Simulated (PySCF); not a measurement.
**CrO at BLYP**

Computed with BLYP; PySCF, no relativity, basis sets Cr def2-TZVPP, O def2-TZVPP.

```
state                                           : ⁵Π (quintet), unpaired electrons σ ↑, π ↑, δ ↑↑
bond length                                     : 1.618 Å
harmonic wavenumber                             : 914 cm⁻¹
force constant                                  : 6.02 mdyn/Å
rotational constant Be                          : 0.5267 cm⁻¹
anharmonicity ωexe                              : 6.74 cm⁻¹
vibration–rotation constant αe                  : 0.00427 cm⁻¹
well depth De to Cr (3d5 4s1) + O               : 5.30 eV
dissociation energy D0                          : 5.25 eV
bond order (Mayer)                              : 2.26
dipole moment (positive dipole means Cr(−)O(+)) : -3.64 D
```

The metal atom is held in its measured ground configuration; semilocal functionals can put another filling of s and d lower by some tenths of an eV, and De to that atom would be smaller. The state is the lowest single determinant that the PBE0 search found; with open d or f shells the true ground state can be another one.
